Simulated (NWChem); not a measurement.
System: C₃H₄F₂Si; SMILES C#C[C@H](F)[SiH2]F

NWChem input:

```
start job
memory heap 200 mb stack 900 mb global 1100 mb
geometry units angstroms noautosym nocenter noautoz
  C      1.360790     2.224105    -0.036788
  C      0.411213     1.482617    -0.161179
  C     -0.686560     0.545034    -0.320319
  F     -1.609102     0.648316     0.708375
  Si    -0.063633    -1.255299    -0.405382
  F      0.843258    -1.578410     0.898517
  H      2.198500     2.887918     0.076381
  H     -1.211362     0.763243    -1.271762
  H     -1.240168    -2.164188    -0.398486
  H      0.773258    -1.418346    -1.624288
end
basis spherical
  C library def2-svp
  F library def2-svp
  Si library def2-svp
  H library def2-svp
end
dft
  xc m05-2x
  iterations 150
end
cosmo
  do_cosmo_smd true
  solvent meg
end
task dft energy
```

Output (shortened):

```
             Northwest Computational Chemistry Package (NWChem) 7.3.0
             --------------------------------------------------------

                             Geometry "geometry" -> ""
                             -------------------------

 Output coordinates in angstroms (scale by  1.889725989 to convert to a.u.)

  No.       Tag          Charge          X              Y              Z
 ---- ---------------- ---------- -------------- -------------- --------------
    1 C                    6.0000     1.36079000     2.22410500    -0.03678800
    2 C                    6.0000     0.41121300     1.48261700    -0.16117900
    3 C                    6.0000    -0.68656000     0.54503400    -0.32031900
    4 F                    9.0000    -1.60910200     0.64831600     0.70837500
    5 Si                  14.0000    -0.06363300    -1.25529900    -0.40538200
    6 F                    9.0000     0.84325800    -1.57841000     0.89851700
    7 H                    1.0000     2.19850000     2.88791800     0.07638100
    8 H                    1.0000    -1.21136200     0.76324300    -1.27176200
    9 H                    1.0000    -1.24016800    -2.16418800    -0.39848600
   10 H                    1.0000     0.77325800    -1.41834600    -1.62428800

 Effective nuclear repulsion energy (a.u.)     276.4319206627

                                 NWChem DFT Module
                                 -----------------

 Summary of "ao basis" -> "ao basis" (spherical)
 ------------------------------------------------------------------------------
       Tag                 Description            Shells   Functions and Types
 ---------------- ------------------------------  ------  ---------------------
 C                          def2-svp                 6       14   3s2p1d
 F                          def2-svp                 6       14   3s2p1d
 Si                         def2-svp                 8       18   4s3p1d
 H                          def2-svp                 3        5   2s1p

 in cosmo_initialize ...
 calling solv_data for solv:meg

 solvent parameters
 solvname_short: meg
 solvname_long:  1,2-ethanediol
 dielec:       40.2450
 dielecinf:     2.0501
 nonaqueous SMD model solvent descriptors
 dielec:       40.2450
 sola:          0.5800
 solb:          0.7800
 solc:          0.0000
 solg:         69.0700
 solh:          0.0000
 soln:          1.4318

[...]

                                COSMO-SMD solvation results
                                ---------------------------

             internal energy in gas <Psi(g)|H|Psi(g)> =      -605.485703191625
         internal energy in solvent <Psi(s)|H|Psi(s)> =      -605.483884658761
                               delta internal energy  =         0.001818532864 (    1.14 kcal/mol)
   total free energy in solvent <Psi(s)|H+V/2|Psi(s)> =      -605.496712484598
 polarization energy contribution <Psi(s)|V/2|Psi(s)> =        -0.012827825838 (   -8.05 kcal/mol)
    total free energy in solvent including G(SMD-CDS) =      -605.489508931690
                       G(SMD-CDS) energy contribution =         0.007203552909 (    4.52 kcal/mol)
     1 M fixed-concentration free energy of solvation =        -0.003805740065 (   -2.39 kcal/mol)

                       DFT Final Molecular Orbital Analysis
                       ------------------------------------

 Vector   25  Occ=2.000000D+00  E=-4.091783D-01
              MO Center=  6.3D-02, -7.4D-01, -6.4D-01, r^2= 3.8D+00
   Bfn.  Coefficient  Atom+Function         Bfn.  Coefficient  Atom+Function
  ----- ------------  ---------------      ----- ------------  ---------------
   104      0.326250  10 H  s               105      0.224557  10 H  s
    47      0.220825   4 F  py               64      0.211139   5 Si px
    99     -0.180312   9 H  s                33      0.171017   3 C  py
    50     -0.168157   4 F  py               66     -0.154818   5 Si pz
    78      0.146842   6 F  px              100     -0.136626   9 H  s

 Vector   26  Occ=2.000000D+00  E=-3.687096D-01
              MO Center=  7.4D-01,  1.7D+00, -1.1D-01, r^2= 2.0D+00
   Bfn.  Coefficient  Atom+Function         Bfn.  Coefficient  Atom+Function
  ----- ------------  ---------------      ----- ------------  ---------------
    20      0.391085   2 C  pz                6      0.378787   1 C  pz
    23      0.243270   2 C  pz                9      0.222954   1 C  pz
     4     -0.116661   1 C  px               18     -0.109398   2 C  px
    46      0.095196   4 F  px               19      0.092117   2 C  py
     5      0.077755   1 C  py               21     -0.071558   2 C  px

 Vector   27  Occ=2.000000D+00  E=-3.366935D-01
              MO Center=  3.9D-01,  1.2D+00, -1.7D-01, r^2= 3.4D+00
   Bfn.  Coefficient  Atom+Function         Bfn.  Coefficient  Atom+Function
  ----- ------------  ---------------      ----- ------------  ---------------
     5      0.278541   1 C  py               19      0.243171   2 C  py
    33     -0.232452   3 C  py                4     -0.210697   1 C  px
     8      0.192251   1 C  py               22      0.188246   2 C  py
    31      0.181601   3 C  s                65      0.181522   5 Si py
    94     -0.156810   8 H  s                18     -0.144113   2 C  px

 Vector   28  Occ=0.000000D+00  E= 3.644327D-02
              MO Center=  2.9D-01,  1.2D+00, -8.6D-02, r^2= 3.9D+00
   Bfn.  Coefficient  Atom+Function         Bfn.  Coefficient  Atom+Function
  ----- ------------  ---------------      ----- ------------  ---------------
     9      0.446502   1 C  pz               21      0.326769   2 C  px
    23     -0.317939   2 C  pz               45      0.316360   4 F  s
    35      0.292748   3 C  px                6      0.286629   1 C  pz
    37     -0.283662   3 C  pz              100      0.283333   9 H  s
     8      0.280250   1 C  py               20     -0.223023   2 C  pz

[...]
```

Level: M05-2X/def2-SVP, SMD on the gas-phase geometry. All runs use the structure optimised with PBE0/def2-SVP. Solvent: ethylene glycol.
